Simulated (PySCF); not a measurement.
An equivalent PySCF input for Xe²⁺ (xenon, charge +2), [Kr] 4d10 5s2 5p4, high-spin 3P determinant, with a scalar-relativistic core potential:

```python
from pyscf import gto, scf, dft, mp, cc
import basis_set_exchange as bse
txt = bse.get_basis("def2-SVP", elements=["Xe"], fmt="nwchem", header=False)
cut = txt.index("\nECP")
mol = gto.M(atom="Xe 0 0 0", charge=2, spin=2, symmetry="D2h",
            basis=gto.basis.parse(txt[:cut]),
            ecp={"Xe": gto.basis.parse_ecp(txt[cut:])})
mf = dft.UKS(mol, xc="LDA,VWN")
mf.irrep_nelec = {'Ag': (4, 4), 'B1g': (1, 1), 'B2g': (1, 1), 'B3g': (1, 1), 'B1u': (2, 1), 'B2u': (2, 2), 'B3u': (2, 1)}
mf.kernel()
```

It reaches the same state as the run whose output follows, with an energy that differs only through the grid. The run itself started from symmetry-adapted Hartree-Fock orbitals and held the occupation by maximum overlap, on a logarithmic radial grid, so the iterations belong to that start.

```
SCF conv_tol = 1e-09
number electrons alpha = 13  beta = 11
XC functionals = LDA,VWN
    P. A. M. Dirac.,  Math. Proc. Cambridge Philos. Soc. 26, 376 (1930)
    F. Bloch.,  Z. Phys. 57, 545 (1929)
    S. H. Vosko, L. Wilk, and M. Nusair.,  Can. J. Phys. 58, 1200 (1980)
cycle= 1 E= -327.668800936385  delta_E= -0.0121  |g|= 0.0544  |ddm|= 0.406
cycle= 2 E= -327.669207954457  delta_E= -0.000407  |g|= 0.0251  |ddm|= 0.0663
cycle= 3 E= -327.66930796917  delta_E= -0.0001  |g|= 0.00301  |ddm|= 0.0271
cycle= 4 E= -327.669310501149  delta_E= -2.53e-06  |g|= 5.88e-05  |ddm|= 0.00508
cycle= 5 E= -327.669310502863  delta_E= -1.71e-09  |g|= 1.49e-05  |ddm|= 0.00011
cycle= 6 E= -327.669310502953  delta_E= -8.91e-11  |g|= 1.06e-07  |ddm|= 2.7e-05
converged SCF energy = -327.669310502953  <S^2> = 2.0011343  2S+1 = 3.0007561
```

Energies and moments cover only the electrons outside the core potential.
